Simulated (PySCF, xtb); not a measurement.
ClI, SMILES ClI (connectivity only; charge and spin as stated), charge +1, multiplicity 2.

Harmonic wavenumbers (cm⁻¹) from GFN2-xTB (xtb) at its own minimum, in rising order: 395.

What does PBE0-D3(BJ)/def2-TZVP run with PySCF give at its own minimum? (The exact figures need the calculation; the answer reports its results.)

458. Paired by order, the mean absolute difference is 62 cm⁻¹ and the zero-point energies are 0.6 and 0.7 kcal/mol.
